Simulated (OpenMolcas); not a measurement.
Co3+ among 4 point charges of -2 e arranged as a tetrahedron (Td).

```
Program             : OpenMolcas
Method              : CASSCF
Basis               : ANO-RCC-VDZP [5s4p2d1f]
Scalar Hamiltonian  : DKH2, point nucleus
Active space        : 6 electrons in 5 orbitals (3d)
State averaging     : 2S+1 = 5 even, 5 roots; 2S+1 = 3 even, 45 roots; 2S+1 = 1 even, 50 roots
Spin-orbit coupling : state interaction with AMFI integrals over the reference wave functions
```

All point charges move together. At R = 1.98 Å the first state of the same spin is 1488 cm-1, and at R = 2.14 Å it is 1069 cm-1.

A third run gives 892.1 cm-1. What distance was it run at?

With a power law R^-n the two known points give n = -ln(1069 / 1488) / ln(2.14 / 1.98) = 4.26. Then R = 1.98 × (1488 / 892.1)^(1/4.26) = 2.233 Å. The run was at 2.23 Å, so the estimate is off by +0.003 Å.

An orbital doublet at a regular site is open to a Jahn-Teller distortion, which this geometry leaves out. Without dynamic correlation the repulsion within the d shell is too large (B by tens of per cent), so at a given field states of lower spin stand too high. The ground term spreads over less than 5000 cm-1, several times less than with real ligands, so orbital moments are less quenched and χT lies further from the spin-only value than at real sites. Point charges carry no covalency, so the field is a model and not that of real ligands. No measured value stands beside these numbers.
